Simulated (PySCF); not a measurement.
Species: C12H20.
SMILES: `CC[C@]12C[C@H]3C[C@H](C[C@H](C3)C1)C2`

The closed-shell ground state was solved at several levels (PySCF, density fitting, gas phase, non-relativistic). One conformer (not necessarily the lowest) at the PBE0-D3(BJ)/def2-SVP geometry, without solvent, vibrations or thermal averaging.

```json
{"level": "CAM-B3LYP/def2-SVPD", "basis functions": "400", "HOMO (eV)": "-9.12", "LUMO (eV)": "1.14", "gap (eV)": "10.26", "dipole (D)": "0.09"}
{"level": "CAM-B3LYP/pcSseg-1", "basis functions": "304", "HOMO (eV)": "-9.14", "LUMO (eV)": "1.95", "gap (eV)": "11.09", "dipole (D)": "0.06"}
```

(1) What might PBE0/pcSseg-1 (304 basis functions) give for the same quantities?

(2) Over all these levels, which gives the widest orbital gap and which the narrowest?

(3) How far do the dipole and the HOMO energy spread over the levels?

## Answers

(1) HOMO -7.76 eV, LUMO 1.09 eV, gap 8.85 eV, dipole 0.06 D.

(2) CAM-B3LYP/pcSseg-1 (range-separated hybrid) has the widest, 11.09 eV, and PBE0/pcSseg-1 (global hybrid, 25 % exact exchange) the narrowest, 8.85 eV. The two share the basis. From the narrowest to the widest the HOMO moves by -1.38 eV and the LUMO by +0.86 eV.

(3) The dipole runs from 0.06 to 0.09 D (mean 0.07 D) and the HOMO from -9.14 to -7.76 eV.
